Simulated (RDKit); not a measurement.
A run for RDKit: UFF on CH9GeN (a complex), monomers drawn apart or pushed together.

```python
from rdkit import Chem
from rdkit.Chem import AllChem, rdDetermineBonds

blocks = [
'''5

Ge    0.10564829    0.26755293    0.49318717
H     0.53967548    1.70022514    0.82415899
H    -1.31361809   -0.01192895    1.00408223
H     1.09898156   -0.75566073    1.05850432
H     0.09336918    0.11522221   -1.04620297
''',
'''7

C    -0.28997892   -0.87923188    3.75894182
N     0.10048432    0.47023149    3.35410162
H     0.43377147   -1.59388472    3.36437586
H    -1.25673961   -1.11976492    3.31419046
H    -0.36556037   -1.03382481    4.84284484
H     1.00556465    0.71717218    3.73546523
H    -0.56329726    1.15738943    3.68998270
''',
]
mol = None
for b in blocks:
    f = Chem.MolFromXYZBlock(b)
    rdDetermineBonds.DetermineBonds(f, charge=0)
    mol = f if mol is None else Chem.CombineMols(mol, f)
Chem.SanitizeMol(mol)
print(Chem.MolToSmiles(Chem.RemoveHs(mol)))
ff = AllChem.UFFGetMoleculeForceField(mol, vdwThresh=100.0, ignoreInterfragInteractions=False)
e = ff.CalcEnergy()
print(f'UFF energy {e:.6f} kcal/mol')
```

Program output:

```
CN.[GeH4]
UFF energy 8.468406 kcal/mol
```

The run finished.

Cost: roughly 0.010 core-seconds.
